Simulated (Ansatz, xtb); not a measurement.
Molecule: CH3Si (charge +1, singlet). 
Geometry from a B3LYP-D3(BJ)/def2-TZVP (Ansatz, an electronic-structure program) optimisation:
```
C
H 1 1.0925
H 1 1.0925 2 112.93
Si 1 1.7324 2 120.40 3 -152.26
H 4 1.4832 1 123.13 2 -104.90
```
Charge +1, spin multiplicity 1.

Harmonic wavenumbers from GFN2-xTB (xtb, at its own minimum), cm⁻¹: 308, 578, 605, 734, 1126, 1273, 2415, 2961, 2993.

Task: Give the harmonic wavenumbers at B3LYP-D3(BJ)/def2-TZVP (Ansatz, finite differences of forces, unscaled).

Result: 315, 400, 742, 863, 903, 1357, 2216, 3073, 3151 cm⁻¹. Zero-point energy 18.6 kcal/mol.

Task: From these and the geometry, give the ideal-gas thermochemistry at 298.15 K and 1 atm (rigid rotor, harmonic oscillator).

Result: Point group Cs, rotational symmetry number 1. Rotational constants 161.8, 14.5, 14.4 GHz. S(trans) 37.21, S(rot) 19.79, S(vib) 2.88, S(elec, spin only) 0.00, S 59.9 cal/(mol K). H(298) - H(0) 2.95 kcal/mol; G - E(el) 3.7 kcal/mol.
